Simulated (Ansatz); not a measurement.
Cr3S3⁻. The state is a doublet with charge -1. Geometry PBE-D4/def2-SVPD; atoms count from 1.

```xyz
6

Cr   -0.244    1.309   -1.051
Cr    0.210    0.219    1.177
Cr    0.352   -1.202   -0.338
S    -0.586   -0.667   -2.232
S     0.334    2.459    0.866
S    -0.067   -2.118    1.579
```

The charge -1 doublet is spin-contaminated (final ⟨S²⟩ up to 5.38, 0.75 for a pure state). Another isomer (doublet) lies 0.74 eV lower at PBE0-D4/def2-TZVPD; other spin states weren't run for this one.

**Question.** Estimate the Mulliken populations from the PBE0/def2-TZVPD orbitals of Ansatz.

**Answer.** 
| atom | charge (e) | spin (α − β) | d electrons |
| --- | --- | --- | --- |
| Cr1 | 0.27 | 4.51 | 4.68 |
| Cr2 | 0.52 | -4.19 | 4.70 |
| Cr3 | 0.23 | 1.01 | 4.71 |
| S4 | -0.56 | -0.26 | – |
| S5 | -0.74 | -0.01 | – |
| S6 | -0.71 | -0.05 | – |
Mulliken values depend strongly on the basis. With diffuse functions, as here, like atoms can get unlike values, and bond orders can come out too low or too high.

**Question.** Where does the spin sit?

**Answer.** Summed by element: Cr 1.33, S -0.33, of 1 unpaired in all. Largest on single atoms: Cr1 4.51, Cr2 -4.19, Cr3 1.01.

**Question.** And the Mayer bond orders between heavy atoms (over 0.3)?

**Answer.** Cr1–Cr2 0.36 (2.52 Å); Cr1–Cr3 0.50 (2.68 Å); Cr1–S4 0.71 (2.33 Å); Cr1–S5 0.92 (2.31 Å); Cr2–Cr3 1.18 (2.08 Å); Cr2–S5 0.78 (2.26 Å); Cr2–S6 0.49 (2.39 Å); Cr3–S4 1.12 (2.18 Å); Cr3–S6 1.35 (2.17 Å).
